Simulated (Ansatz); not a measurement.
Zn2S⁺, relaxed as a doublet with UKS r2SCAN-D4/def2-TZVP in Ansatz, starting from the GFN1-xTB geometry. Force threshold 0.02 eV/Å.

The structure comes from a short search, and lower isomers may exist.

Start:

```xyz
3

Zn   -1.520    0.624   -1.294
Zn    1.682   -0.718    1.015
S    -0.162    0.095    0.279
```

```tsv
step	energy (eV)	largest force component (eV/Å)	SCF passes
1	-107666.1493	0.499	20
2	-107666.2342	0.417	30
3	-107666.3379	0.241	30
4	-107666.3716	0.197	29
5	-107666.3754	0.010	25
```

Force components are those of the run's own axes.

End:

```xyz
3

Zn   -1.199    0.470   -1.337
Zn    1.585   -0.697    0.671
S    -0.386    0.226    0.666
```

By distances, no bond broke or formed. The bond that changes most is Zn1–S3, from 2.15 to 2.18 Å (atoms count from 1).

No frequencies were taken in this run, so the end may be a saddle point.

It took 16 s on 4 threads of Arm Neoverse V1 on a shared host.
